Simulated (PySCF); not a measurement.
ClH3NSi, B2H5OSi (calculated)

All values are calculated (PySCF 2.14.0). Calculation on a computer-drawn molecule: the log of a Hartree-Fock and frozen-core CCSD(T) single point meant for a local Hartree-Fock minimum, with one planted fault or none, to be diagnosed. Offsets are logged minus clean, where the clean run is the same molecule without the fault. The reference is restricted for singlets and unrestricted otherwise, and also for a bond in bohr or an excited solution. Adding or removing an electron swaps singlet and doublet. The excited solution moves the top pair (singlet) or top alpha electron (doublet) to the lowest empty orbital. Highest occupied and lowest empty are orbital energies over both spins, largest force is the largest gradient component, triples share is (T) over the correlation energy, the T1 limit is 0.02 restricted and 0.045 unrestricted, electrons count all cores, a negative frequency is imaginary (commonest isotopes), and the dipole is about the centre of nuclear charge.

Common to all runs: meant basis cc-pV(D+d)Z; logged SCF converged yes; logged spin squared 0; logged CC converged yes; logged SCF stable within its kind yes; possible faults no fault, one electron removed, one electron added, multiplicity raised by two, geometry at a saddle point, SCF held on an excited solution, minimal basis STO-3G, one bond length entered in bohr, all coordinates scaled.

(1) 
```xyz
6
formula=ClH3NSi meant_charge=1 meant_multiplicity=1 logged_electrons=40 logged_basis_functions=26 logged_highest_occupied=-16.968 logged_lowest_empty=-1.9354 logged_largest_force=0.050723 logged_T1_diagnostic=0.023162 logged_D1_diagnostic=0.09644 logged_triples_share=0.03431 logged_dipole_magnitude=5.3699 logged_energy_HF=-795.51645 logged_energy_CCSD(T)=-795.64731 planted_fault=minimal_basis_STO-3G HF_energy_offset_from_clean_run=5604 CCSD(T)_energy_offset_from_clean_run=5794
N     -0.0728     2.0362    -0.2921
Si    -0.6353     2.1657    -1.8113
Cl    -2.4937     2.7022    -2.1279
H     -0.6184     2.2154     0.5360
H      0.8751     1.7640    -0.0824
H      0.2450     1.8818    -2.9297
```

Units: logged_highest_occupied, logged_lowest_empty in eV; logged_largest_force in hartree/bohr; logged_dipole_magnitude in debye; logged_energy_HF, logged_energy_CCSD(T) in hartree; HF_energy_offset_from_clean_run, CCSD(T)_energy_offset_from_clean_run in kcal/mol.

Drawn bonds:
| atom | other atom | order |
| --- | --- | --- |
| 1 | 2 | 1 |
| 2 | 3 | 1 |
| 1 | 4 | 1 |
| 1 | 5 | 1 |
| 2 | 6 | 1 |

Notes: T1 above single-reference limit.

(2) 
```xyz
9
formula=B2H5OSi meant_charge=0 meant_multiplicity=2 logged_electrons=36 logged_basis_functions=90 logged_highest_occupied=-16.67 logged_lowest_empty=-6.9901 logged_largest_force=0.048308 logged_T1_diagnostic=0.017522 logged_D1_diagnostic=0.059509 logged_triples_share=0.026808 logged_dipole_magnitude=5.6246 logged_energy_HF=-415.81879 logged_energy_CCSD(T)=-416.30046 planted_fault=one_electron_removed HF_energy_offset_from_clean_run=179.4 CCSD(T)_energy_offset_from_clean_run=187.3
B     -0.8397    -0.4183    -1.1900
O     -0.3491    -1.2788    -0.2586
B     -0.4712    -1.2729     1.1033
Si    -1.6136    -0.0134     2.1987
H     -0.6491    -0.6776    -2.3434
H     -1.4337     0.5701    -0.8536
H      0.2096    -2.0645     1.6988
H     -1.8650    -0.4687     3.5850
H     -2.8241     0.6208     1.6312
```

Units: logged_highest_occupied, logged_lowest_empty in eV; logged_largest_force in hartree/bohr; logged_dipole_magnitude in debye; logged_energy_HF, logged_energy_CCSD(T) in hartree; HF_energy_offset_from_clean_run, CCSD(T)_energy_offset_from_clean_run in kcal/mol.

Drawn bonds:
| atom | other atom | order |
| --- | --- | --- |
| 1 | 2 | 1 |
| 2 | 3 | 1 |
| 3 | 4 | 1 |
| 1 | 5 | 1 |
| 1 | 6 | 1 |
| 3 | 7 | 1 |
| 4 | 8 | 1 |
| 4 | 9 | 1 |
